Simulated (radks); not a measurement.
Neutral xenon inside a hard spherical wall (all orbitals vanish at R), configuration held at [Xe] and not refilled when levels cross. All-electron calculation, scalar-relativistic Kohn-Sham, r2SCAN, spin-polarised, spherical densities, finite nucleus; meta-GGA in the generalised Kohn-Sham scheme; Fermi nuclear charge, rms radius 4.7859 fm. Program: a radial shooting solver on a logarithmic mesh with Libxc functionals. Eigenvalues in eV for spin up, with the zero of energy where the potential of the charges vanishes at infinity; a dash marks a level that is unbound or too diffuse for the functional's potential to be trusted. A positive occupied level is held by the wall or, in an anion where self-interaction has pushed it up, behind a barrier. The pressure on the wall is -dE/dV.

R (bohr)  E (hartree)  kinetic (hartree)    e(4p)    e(4d)    e(5s)   e(5p)  e(6s, empty)  e(5d, empty)  pressure (GPa)
free      -7448.02891           7832.280  -144.68  -60.636  -20.422  -8.585             -             -               0
15        -7448.02891           7832.280  -144.68  -60.636  -20.422  -8.585             -             -        < 0.0001
7         -7448.02575           7832.312  -144.52  -60.480  -20.295  -8.461         3.085         4.138           0.243
6         -7448.01313           7832.416  -144.11  -60.072  -19.977  -8.133         5.506         5.317            1.66
3.5       -7447.03106           7837.433  -133.63  -49.889  -11.810   1.585        43.151        22.335             337
3         -7445.58357           7843.440  -125.53  -42.150   -4.101  11.142        74.437        36.605            1180
2.5       -7441.65343           7858.201  -111.31  -28.625   13.132  32.211        137.15        65.827            4830
2         -7429.33038           7901.231  -83.240   -1.153   59.595  86.825        279.16        134.16           25500
1.5       -7380.65287           8054.459  -14.954   71.661   219.44  262.61        666.70        327.61          199000
